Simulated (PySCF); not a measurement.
Parent: `[CH3:1][CH2:2][C@H:3]([CH3:4])[N:5]([NH:6][CH3:7])[CH:8]1[CH2:9][CH2:10]1` with C1–C2–C3–C4 -171°, C2–C3–N5–N6 69°, C3–N5–N6–C7 -141°, C3–N5–C8–C9 142°, C8H18N2.

The calculation used PySCF 2.14.0, PBE0-D3(BJ)/def2-SVP geometry optimisation, gas phase. One conformer each, not checked by frequencies here.

| coordinate of the parent | value |
| --- | --- |
| C1–C2 | 1.519 Å |
| C2–C3 | 1.526 Å |
| C3–C4 | 1.526 Å |
| C3–N5 | 1.466 Å |
| N5–N6 | 1.398 Å |
| N6–C7 | 1.443 Å |
| N5–C8 | 1.426 Å |
| C8–C9 | 1.503 Å |
| C9–C10 | 1.498 Å |
| C8–C10 | 1.497 Å |
| C1–C2–C3 | 113.5° |
| C2–C3–C4 | 111.7° |
| C2–C3–N5 | 109.8° |
| C4–C3–N5 | 113.3° |
| C3–N5–N6 | 111.7° |
| C3–N5–C8 | 115.3° |
| N6–N5–C8 | 114.5° |
| N5–N6–C7 | 114.6° |
| N5–C8–C9 | 119.1° |
| N5–C8–C10 | 118.4° |
| C9–C8–C10 | 59.9° |
| C8–C9–C10 | 59.8° |
| C8–C10–C9 | 60.2° |

Task: How does the shared frame change in `[CH3:1][NH:2][N:3]([CH:4]1[CH2:5][CH2:6]1)[C:7]([CH3:8])([CH3:9])[CH3:10]` with C1–N2–N3–C4 -97°, N2–N3–C4–C5 75°, C8H18N2? Atoms pair as C2 = C9, C3 = C7, C4 = C10, N5 = N3, N6 = N2, C7 = C1, C8 = C4, C9 = C5, C10 = C6 (parent first).

Result: 
```json
{"parent": "C2–C3", "relative": "C9–C7", "value in the relative": "1.528 Å", "change": "+0.002"}
{"parent": "C3–C4", "relative": "C7–C10", "value in the relative": "1.533 Å", "change": "+0.007"}
{"parent": "C3–N5", "relative": "C7–N3", "value in the relative": "1.486 Å", "change": "+0.020"}
{"parent": "N5–N6", "relative": "N3–N2", "value in the relative": "1.405 Å", "change": "+0.007"}
{"parent": "N6–C7", "relative": "N2–C1", "value in the relative": "1.442 Å", "change": "-0.001"}
{"parent": "N5–C8", "relative": "N3–C4", "value in the relative": "1.429 Å", "change": "+0.003"}
{"parent": "C8–C9", "relative": "C4–C5", "value in the relative": "1.503 Å", "change": "0.000"}
{"parent": "C9–C10", "relative": "C5–C6", "value in the relative": "1.496 Å", "change": "-0.002"}
{"parent": "C8–C10", "relative": "C4–C6", "value in the relative": "1.499 Å", "change": "+0.002"}
{"parent": "C2–C3–C4", "relative": "C9–C7–C10", "value in the relative": "109.6°", "change": "-2.1"}
{"parent": "C2–C3–N5", "relative": "C9–C7–N3", "value in the relative": "107.4°", "change": "-2.4"}
{"parent": "C4–C3–N5", "relative": "C10–C7–N3", "value in the relative": "111.6°", "change": "-1.7"}
{"parent": "C3–N5–N6", "relative": "C7–N3–N2", "value in the relative": "110.5°", "change": "-1.2"}
{"parent": "C3–N5–C8", "relative": "C7–N3–C4", "value in the relative": "116.3°", "change": "+1.0"}
{"parent": "N6–N5–C8", "relative": "N2–N3–C4", "value in the relative": "112.3°", "change": "-2.2"}
{"parent": "N5–N6–C7", "relative": "N3–N2–C1", "value in the relative": "114.7°", "change": "+0.1"}
{"parent": "N5–C8–C9", "relative": "N3–C4–C5", "value in the relative": "119.1°", "change": "0.0"}
{"parent": "N5–C8–C10", "relative": "N3–C4–C6", "value in the relative": "120.8°", "change": "+2.4"}
{"parent": "C9–C8–C10", "relative": "C5–C4–C6", "value in the relative": "59.8°", "change": "-0.1"}
{"parent": "C8–C9–C10", "relative": "C4–C5–C6", "value in the relative": "60.0°", "change": "+0.2"}
{"parent": "C8–C10–C9", "relative": "C4–C6–C5", "value in the relative": "60.3°", "change": "+0.1"}
```

Of the parent's bonds, C3–N5 changes most (+0.020 Å). Bonds of the relative outside the shared frame: C7–C8 1.527 Å. Point group C1 → C1.

Task: How does the shared frame change in `[CH3:1][NH:2][N:3]([CH2:4][CH:5]([CH3:6])[CH3:7])[CH:8]1[CH2:9][CH2:10]1` with C1–N2–N3–C4 -148°, N2–N3–C4–C5 67°, N3–C4–C5–C6 -173°, N2–N3–C8–C9 -87°, C8H18N2? Atoms pair as C1 = C7, C2 = C5, C3 = C4, N5 = N3, N6 = N2, C7 = C1, C8 = C8, C9 = C9, C10 = C10 (parent first).

Result: 
```tsv
parent	relative	value in the relative	change
C1–C2	C7–C5	1.523 Å	+0.004
C2–C3	C5–C4	1.525 Å	-0.001
C3–N5	C4–N3	1.451 Å	-0.015
N5–N6	N3–N2	1.400 Å	+0.002
N6–C7	N2–C1	1.442 Å	-0.001
N5–C8	N3–C8	1.428 Å	+0.002
C8–C9	C8–C9	1.502 Å	-0.001
C9–C10	C9–C10	1.499 Å	+0.001
C8–C10	C8–C10	1.496 Å	-0.001
C1–C2–C3	C7–C5–C4	111.2°	-2.3
C2–C3–N5	C5–C4–N3	112.9°	+3.1
C3–N5–N6	C4–N3–N2	110.3°	-1.4
C3–N5–C8	C4–N3–C8	113.8°	-1.5
N6–N5–C8	N2–N3–C8	114.1°	-0.4
N5–N6–C7	N3–N2–C1	114.7°	+0.1
N5–C8–C9	N3–C8–C9	119.4°	+0.3
N5–C8–C10	N3–C8–C10	118.4°	0.0
C9–C8–C10	C9–C8–C10	60.0°	+0.1
C8–C9–C10	C8–C9–C10	59.8°	0.0
C8–C10–C9	C8–C10–C9	60.2°	0.0
```

Of the parent's bonds, C3–N5 changes most (-0.015 Å). Bonds of the relative outside the shared frame: C5–C6 1.523 Å. Point group C1 → C1.
